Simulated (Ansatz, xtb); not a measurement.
## Group exchange: H2O + CH2ClI → HOI + CH3Cl

Species: H2O (water) `O`, singlet; CH2ClI (chloroiodomethane) `ClCI`, singlet; HOI (hypoiodous acid) `OI`, singlet; CH3Cl (chloromethane) `CCl`, singlet. The partners trade H for I: O–H and C–I bonds give way to O–I and C–H.

Shapes, held fixed at every level: PBE0-D4/def2-TZVP. Programs: Ansatz 0.2.0, xtb 6.7.1. The zero-point and thermal change to 298 K, harmonic and unscaled (PBE0-D4/def2-TZVP), is 0.0 kJ/mol.

**Question.** Estimate ΔH(298 K) of this reaction.

**Answer.** The highest level, CCSD(T)/def2-TZVPP, gives ΔH(298 K) = +93.7 kJ/mol; the levels span +38.2 to +107.1. The column of differences is taken from that level and isn't an error. No measured value is set beside it here. For atoms past krypton def2 sets carry core potentials with scalar relativity. Correlated rows may include outer-core shells of I, which these sets cover unevenly. Times are processor times on shared x86 and Arm servers, and rough.

| level | kind | ΔH(298 K) (kJ/mol) | less CCSD(T)/def2-TZVPP | CPU time (sum over the molecules) |
| --- | --- | --- | --- | --- |
| GFN0-xTB | semi-empirical | +38.2 | -55.5 | 0.16 s |
| PBE-D4/def2-TZVPP | GGA | +83.5 | -10.2 | 9.7 s |
| r2SCAN-D4/def2-TZVPP | meta-GGA | +86.6 | -7.1 | 21 s |
| BHLYP-D4/def2-TZVPP | global hybrid | +88.8 | -4.9 | 12 s |
| PBE0-D4/def2-TZVPP | global hybrid | +91.3 | -2.4 | 9.8 s |
| MP2/def2-TZVPP | perturbation theory | +107.1 | +13.4 | – |
| CCSD/def2-SVP | coupled cluster or CI | +92.7 | -1.0 | – |
| CCSD(T)/def2-TZVPP | coupled cluster or CI | +93.7 | 0.0 | 46 s |
